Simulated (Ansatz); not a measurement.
Born–Oppenheimer molecular dynamics of ClGeH₃ (5 atoms, charge 0, multiplicity 1). It starts from a relaxed structure.

The calculation used RKS r2SCAN-D4/def2-SVP (Ansatz).

```
ensemble             : NVT, Langevin thermostat
time step            : 0.5 fs
steps asked          : 150
set temperature      : 1500 K
friction             : 0.001 /fs
temperature schedule : 37 steps to 1500 K, then 113 steps to 375 K
seed                 : 518507
```

First frame:

```xyz
5
Properties=species:S:1:pos:R:3
Ge 0.012 -0.021 0.009
H -0.016 0.028 1.539
H 1.446 0.028 -0.528
Cl -1.009 1.749 -0.714
H -0.747 -1.238 -0.528
```

What does the run give?

All steps were run.

* steps done: 150
* time covered: 75 fs
* mean temperature over the second half: 791 K
* spread of the potential energy over the second half: 35.0 meV per atom
* mean potential energy of the second half above the start: 75.7 meV per atom

The schedule's set-point averaged 748 K over the second half and the system 791 K. A run of 0.075 ps of so small a system gives no equilibrium averages.

What happens to the structure?

The same pairs are bonded in the first frame and the last. Pairs count as bonded within 1.25 times the sum of covalent radii (0.12 Å more for H–H). This is one draw of velocities; another would differ in detail.

How do temperature and energy run in time?


| time (fs) | T (K) | potential energy less start (eV) |
| --- | --- | --- |
| 0 | 1200 | 0.000 |
| 6 | 924 | 0.198 |
| 12 | 604 | 0.441 |
| 18 | 496 | 0.504 |
| 24 | 393 | 0.607 |
| 30 | 293 | 0.668 |
| 36 | 551 | 0.505 |
| 42 | 840 | 0.354 |
| 48 | 895 | 0.323 |
| 54 | 1149 | 0.156 |
| 60 | 1104 | 0.209 |
| 66 | 420 | 0.617 |
| 72 | 368 | 0.616 |

Time of the run: 8.1 min on 1 thread of Arm Neoverse V1, with other jobs on the host, peak memory 0.11 GiB.
